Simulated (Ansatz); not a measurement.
Basis-set series for GaH$_{2}$O$_{2}$, SMILES `[OH][Ga][OH]` radical. Total charge 0; spin multiplicity 2. Geometry: relaxed with PBE0-D4/def2-TZVP. It is one conformer, not always the lowest.

| functional | basis | functions | energy (Eh) | HOMO (eV) | LUMO (eV) |
| --- | --- | --- | --- | --- | --- |
| PBE0-D4 | def2-SVP | 70 | -2075.74591 | -6.45 | -3.13 |
| PBE0-D4 | def2-TZVPP | 138 | -2076.18892 | -6.59 | -3.24 |
| ωB97M-V | def2-SVP | 70 | -2076.00640 | -8.53 | -1.44 |
| ωB97M-V | def2-TZVPP | 138 | -2076.45227 | -8.67 | -1.52 |

Question: Give the rows for def2-QZVPP. (An estimate is asked.)

Answer: Computed: 
```tsv
functional	basis	functions	energy (Eh)	HOMO (eV)	LUMO (eV)
PBE0-D4	def2-QZVPP	263	-2076.24236	-6.64	-3.31
ωB97M-V	def2-QZVPP	263	-2076.50393	-8.74	-1.66
```

HOMO and LUMO are taken over both spins. Scalar relativity is left out up to krypton.
